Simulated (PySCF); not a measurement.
AuClH3N, SMILES [NH3]->[Au][Cl], multiplicity 1.

Geometry: B3LYP-D3(BJ)/def2-TZVP. The multiplicity is an assumed one; other spin states were not compared. The def2 effective core potentials stand for the cores of Au; spin–orbit coupling is left out.

Two levels are set side by side: PBE/def2-TZVPD (PySCF) and CAM-B3LYP/def2-TZVPD (PySCF). Same geometry, gas phase. Differences are taken from unrounded values.

```json
[
 {"quantity": "orbital gap (eV)", "CAM-B3LYP": "7.81"},
 {"quantity": "highest occupied level (eV)", "CAM-B3LYP": "-8.33"},
 {"quantity": "lowest empty level (eV)", "CAM-B3LYP": "-0.53"},
 {"quantity": "dipole moment (D)", "CAM-B3LYP": "9.00"},
 {"quantity": "mean polarisability (bohr³)", "CAM-B3LYP": "58.7"}
]
```

Problem. What does PBE give, and how far is it from CAM-B3LYP? (The exact figures need the calculation; the answer reports its results.)

Solution. 
| quantity | PBE | PBE minus CAM-B3LYP |
|---|---|---|
| orbital gap (eV) | 3.71 | -4.10 |
| highest occupied level (eV) | -5.70 | 2.63 |
| lowest empty level (eV) | -1.99 | -1.47 |
| dipole moment (D) | 8.55 | -0.45 |
| mean polarisability (bohr³) | 63.1 | 4.4 |

Without exact exchange PBE keeps part of each electron's self-repulsion, which lifts occupied levels and narrows the gap. Loosely held outer electrons make PBE densities more polarisable. Differences between two approximate levels are no errors against the true value.

Rough cost on one machine, each run with all the roots and properties that it gave: CAM-B3LYP against PBE within a factor of 2.
